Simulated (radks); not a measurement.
Task: All-electron atom: Dy2+ in [Kr] 4d10 4f10 5s2 5p5 5d1 (not the ground configuration). All-electron calculation, scalar-relativistic Kohn-Sham, B86b exchange with PBE correlation, spin-polarised, spherical densities, finite nucleus; open shells are filled with parallel spins first (spin-orbit coupling, left out, can overturn this in heavy ions); Fermi nuclear charge, rms radius 5.2218 fm. Program: a radial shooting solver on a logarithmic mesh with Libxc functionals. Some entries of the table are withheld. Estimate them.

| orbital | occ. | eigenvalue (hartree) | <r^2> (bohr^2) | <r> (bohr) |
|---|---|---|---|---|
| 1s up | 1 | -1972.442 | 0.0006094 | 0.02112 |
| 1s down | 1 | -1972.440 | 0.0006094 | 0.02112 |
| 2s up | 1 | -328.9775 | 0.009520 | 0.08977 |
| 2s down | 1 | -328.9740 | 0.009519 | 0.08977 |
| 2p up | 3 | -291.9945 | 0.007706 | 0.07945 |
| 2p down | 3 | -291.9907 | 0.007706 | 0.07945 |
| 3s up | 1 | -73.72149 | 0.06287 | 0.2346 |
| 3s down | 1 | -73.66312 | 0.06281 | 0.2345 |
| 3p up | 3 | -62.36436 | 0.06315 | 0.2334 |
| 3p down | 3 | -62.30583 | 0.06308 | 0.2333 |
| 3d up | 5 | -47.74768 | 0.05286 | 0.2122 |
| 3d down | 5 | -47.70210 | 0.05277 | 0.2120 |
| 4s up | 1 | -15.12735 | 0.3172 | 0.5301 |
| 4s down | 1 | -14.99641 | 0.3172 | 0.5301 |
| 4p up | 3 | -11.38922 | 0.3591 | 0.5618 |
| 4p down | 3 | -11.25959 | 0.3591 | 0.5618 |
| 4d up | 5 | -6.29670 | 0.4320 | 0.6100 |
| 4d down | 5 | -6.16737 | 0.4323 | 0.6102 |
| 5s up | 1 | -2.45632 | 1.870 | 1.290 |
| 5s down | 1 | -2.34645 | 1.892 | 1.297 |
| 5p up | 3 | -1.57223 | 2.588 | 1.511 |
| 5p down | 2 | -1.47303 | 2.648 | 1.527 |
| 4f up | 7 | -0.78220 | 0.9516 | 0.8454 |
| 4f down | 3 | -0.65620 | 1.006 | 0.8625 |
| 6s up | 0 | (1) | (2) | 3.293 |
| 5d up | 1 | -0.57737 | 6.296 | 2.321 |
| 6s down | 0 | (3) | (4) | 3.352 |
| 5d down | 0 | -0.50892 | 6.852 | 2.418 |
| 6p up | 0 | -0.41033 | 18.38 | 4.054 |
| 6p down | 0 | -0.37014 | 19.38 | 4.156 |

Result: 
(1) 6s up eigenvalue (hartree): -0.58003
(2) 6s up <r^2> (bohr^2): 12.13
(3) 6s down eigenvalue (hartree): -0.53375
(4) 6s down <r^2> (bohr^2): 12.57
